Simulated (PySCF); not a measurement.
# Reading the logs of faulty runs: AlBGeH3N

All numbers below are calculated, not measured. The program is PySCF 2.14.0, an open-source quantum chemistry code, run on an isolated molecule that a program drew, which may never have been made. The molecule is AlBGeH3N (charge 0, singlet), drawn as the SMILES string `[BH2][GeH]=[N][Al]`.

Each row is a Hartree-Fock (HF) and frozen-core CCSD(T) single point in the cc-pV(D+d)Z basis, meant for a local HF minimum. Run 1 is clean. Each other run has one planted mistake out of seven kinds, and not every kind appears here: one electron removed, one electron added, multiplicity raised by two, geometry at a saddle point, minimal basis STO-3G, one bond length entered in bohr, all coordinates scaled. The reference is restricted for singlets and unrestricted otherwise, and also for a bond in bohr. Adding or removing an electron swaps singlet and doublet. Electrons count all cores. HOMO and LUMO are orbital energies over both spins, the gradient is its largest component, and the lowest frequency (negative if imaginary) is given only where the gradient is small. Bond lengths are over the 6 bonds as drawn. T1 is the CCSD diagnostic: over 0.02 (restricted) or 0.045 (unrestricted) a single reference is doubtful. Germanium has the cc-pVDZ-PP basis, with a core potential (ECP10MDF) in place of its 10 inner electrons, and its 3s, 3p and 3d shells are frozen in CCSD(T).

Geometry of the clean run:
```xyz
7
AlBGeH3N, angstrom
B     0.0970    3.3185   -1.1590
Ge    0.3740    2.3932    0.6823
N    -0.7869    2.3632    1.8877
Al   -1.9565    2.2896    3.2007
H    -0.3683    2.7074   -2.0753
H     0.3873    4.4692   -1.3037
H     1.7452    1.7200    0.8765
```

| run | electrons | basis functions | <S^2> | HOMO (eV) | LUMO (eV) | gradient (hartree/bohr) | lowest frequency (cm^-1) | mean bond (Å) | longest bond (Å) | T1 | HF (hartree) | CCSD(T) (hartree) | mistake |
|---|---|---|---|---|---|---|---|---|---|---|---|---|---|
| 1 | 60 | 89 | 0.000 | -7.45 | 0.74 | 4.8e-06 | 42 | 1.5740 | 2.079 | 0.0225 | -616.11643 | -616.55613 | no fault |
| 2 | 61 | 89 | 0.779 | -0.29 | 5.26 | 6.8e-02 | - | 1.5740 | 2.079 | 0.0273 | -616.10056 | -616.55700 | one electron added |
| 3 | 60 | 89 | 0.000 | -7.63 | 0.72 | 2.4e-02 | - | 1.6338 | 2.158 | 0.0245 | -616.10702 | -616.55536 | all coordinates scaled |
| 4 | 60 | 89 | 0.000 | -7.53 | -0.29 | 3.3e-05 | -120 | 1.5772 | 2.094 | 0.0239 | -616.11421 | -616.55614 | ? |

**Which mistake was planted in run 4, and what did it cost?**

The gradient is small, so the point is stationary, but the lowest frequency is imaginary (-120 cm^-1). So the mistake is: geometry at a saddle point. Subtracting run 1 and multiplying by 627.51 kcal/mol a hartree, the energy moved by 1.4 kcal/mol in HF and 0.0 kcal/mol in CCSD(T).

Cautions from the logs. Run 1: T1 is over the limit, so its CCSD(T) energy is less reliable; run 3: T1 is over the limit, so its CCSD(T) energy is less reliable; run 4: T1 is over the limit, so its CCSD(T) energy is less reliable.
